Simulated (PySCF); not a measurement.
**Removing an electron from triethylsilane**

Species: triethylsilane, C6H16Si.
Structure used (PBE0-D3(BJ)/def2-SVP), in Å, numbered top down from 1:
```xyz
23
C6H16Si angstrom
C      0.0437    2.9180   -0.7691
C     -0.7868    1.6404   -0.8616
Si    -0.0384    0.1453    0.0203
C      1.6802   -0.2355   -0.6697
C      2.3604   -1.4557   -0.0546
C     -1.1695   -1.3600   -0.1517
C     -2.5950   -1.1492    0.3523
H     -0.4420    3.7644   -1.2804
H      0.2057    3.2184    0.2786
H      1.0380    2.7913   -1.2262
H     -0.9509    1.3629   -1.9186
H     -1.7932    1.8102   -0.4405
H      0.0967    0.4727    1.4829
H      1.5879   -0.3555   -1.7643
H      2.3062    0.6621   -0.5221
H      2.4672   -1.3503    1.0372
H      1.7846   -2.3772   -0.2355
H      3.3690   -1.6178   -0.4671
H     -0.6957   -2.1973    0.3901
H     -1.1766   -1.6611   -1.2148
H     -3.1175   -0.3664   -0.2202
H     -2.6078   -0.8392    1.4097
H     -3.2003   -2.0663    0.2737
```

Level: B3LYP/def2-SVPD (PySCF). Frontier orbitals with their largest atomic shares (Löwdin; up to four atoms above 4 %):

```tsv
orbital	ε (eV)	main atoms
HOMO−3	-9.34	C1 17 %, C2 16 %, C4 9 %, C5 9 %
HOMO−2	-8.22	H13 27 %, Si3 26 %, C6 9 %, C4 9 %
HOMO−1	-7.67	?
HOMO	-7.67	?
LUMO	0.47	Si3 11 %, C7 8 %, C5 8 %, C1 7 %
LUMO+1	0.60	C5 14 %, C1 10 %, C2 8 %, H17 6 %
LUMO+2	0.61	C7 16 %, C1 8 %, H23 7 %, C6 6 %
```

Question: What vertical ionisation energy does ΔSCF give, and how far is −ε(HOMO) from it?

Answer: ΔSCF: 9.57 eV (924 kJ/mol; threshold wavelength 130 nm); ⟨S²⟩ of the doublet left behind is 0.754, against 0.75 for a pure doublet. −ε(HOMO) is 7.67 eV, 1.90 eV below it. For the exact functional −ε(HOMO) would equal the first vertical ionisation energy; B3LYP (global hybrid, 20 % exact exchange) falls short of its own ΔSCF value by 20 %.

Question: On which atoms does the HOMO lie?

Answer: HOMO: C6 28 %, Si3 19 %, C2 9 %, C7 9 %; HOMO−1: C4 22 %, C2 21 %, Si3 19 %, C5 9 %. These 2 orbitals lie within 0.02 eV of one another; within a degenerate set any mixture serves as well, and the shares of a single orbital can change with the mixture. The HOMO−2 lies 0.55 eV lower.

Question: Shift the occupied levels rigidly so that −ε(HOMO) equals the ΔSCF value. What binding energies result?

Answer: The shift is +1.90 eV: HOMO 9.57, HOMO−1 9.57, HOMO−2 10.12, HOMO−3 11.24 eV. A rigid shift is only a rough guide to the deeper ionisations.

Question: With α = 102.6 au, estimate the like-pair dispersion coefficient by London's formula C6 = (3/4)α²I.

Answer: I = 0.3518 Eh, so C6 ≈ 2780 au, a rough estimate.

The structure is a single PBE0-D3(BJ)/def2-SVP conformer in the gas phase; no vibrational or solvent corrections.

The run behind these numbers computed excited states and ΔSCF ions as well. Time: 4.2 min of wall time. Hardware: one thread of an Arm Neoverse V1, no GPU, on a shared host.
